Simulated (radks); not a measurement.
Ionisation of neutral bromine, [Ar] 3d10 4s2 4p5, to [Ar] 3d10 4s2 4p4 as the strength of local exchange is varied. All-electron calculation, Dirac Kohn-Sham, Slater X-alpha exchange (alpha = 2/3 is LDA exchange), no correlation, spin-unpolarised, spherical densities, finite nucleus; open shells fill j = l - 1/2 first; Fermi nuclear charge, rms radius 4.1629 fm. Program: a radial shooting solver on a logarithmic mesh with Libxc functionals.

alpha  E(Br) (hartree)  exchange (hartree)  IE (eV)  -e of the level emptied (eV)  <r> of it (bohr)
0.569      -2587.59831           -72.73399   10.142                 5.664 (4p3/2)             2.207
0.667      -2600.15540           -85.66894   11.232                 6.622 (4p3/2)             2.149
0.669      -2600.41229           -85.93416   11.255                 6.642 (4p3/2)             2.148
0.693      -2603.49692           -89.12066   11.530                 6.885 (4p3/2)             2.134
0.724      -2607.48655           -93.24710   11.889                 7.205 (4p3/2)             2.117
0.812      -2618.84456          -105.02567   12.935                 8.142 (4p3/2)             2.071
0.849      -2623.63447          -110.00660   13.386                 8.549 (4p3/2)             2.053
0.992      -2642.22675          -129.41602   15.193                10.192 (4p3/2)             1.986

NIST Atomic Spectra Database: 11.814 eV (measured). The Delta-SCF value meets it near alpha = 0.72. Spin polarisation and multiplet splitting are left out, so open shells lie too high by an amount that depends on their filling.

Beside tabulated values, note that spin-unpolarised runs miss the spin-polarisation part of the exchange energy of open shells.
